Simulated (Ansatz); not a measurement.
BiF3 (SMILES [F][Bi]([F])[F]), singlet, geometry from GFN2-xTB (such geometries of metal compounds can be far from the true shape) (core potentials on Bi); Ansatz (a quantum-chemistry and plane-wave program) with CAM-B3LYP/def2-SV(P).

Here is a job for Ansatz.
Ansatz 0.2 input:
```yaml
crystal:
  periodic: [false, false, false]
  atoms:
    - {symbol: Bi, position_ang: [0.00283361, -0.00403046, 0.27310711]}
    - {symbol: F, position_ang: [-1.35263607, -1.00980650, -0.84069305]}
    - {symbol: F, position_ang: [-0.22186672, 1.68716206, -0.81262393]}
    - {symbol: F, position_ang: [1.54837061, -0.64018572, -0.86533751]}
basis:
  gaussian:
    orbitals: def2-SV_P_.json
    final_grid: {core_spheres: 4, valence_spheres: 8, degree: 17}
hamiltonian:
  xc: cam_b3lyp
```
The basis file holds def2-SV(P) in the JSON format of the Basis Set Exchange.

Q: What does Ansatz print? Leave out banner, timings and long lists.

A: 
```
Functional definition: CAM-B3LYP
711 factors; integrals over basis functions are off by at most 2.0e-4 eV
181 factors; integrals over basis functions are off by at most 2.4e-6 eV
mean field evaluation 1: about -13976.4198 eV, gradient 6.2e1 eV
mean field evaluation 2: about -13964.2724 eV, gradient 1.1e2 eV
mean field evaluation 4: about -13983.3758 eV, gradient 1.5e0 eV
mean field evaluation 8: about -13983.4374 eV, gradient 9.0e-2 eV
mean field evaluation 16: about -13983.4375 eV, gradient 1.4e-5 eV
mean field -13983.43748356 eV, -513.8818492064 hartree, gradient 1.4e-5 eV, S^2 0.000000; 0 other end points of the search recorded, 0 dependent functions left out
reference -13983.43756605 eV, -513.8818522379 hartree; 25, 25 occupied and 43, 43 virtual orbitals, 711 factors
Total energy: -13983.43756605 eV, -513.8818522379 hartree
```
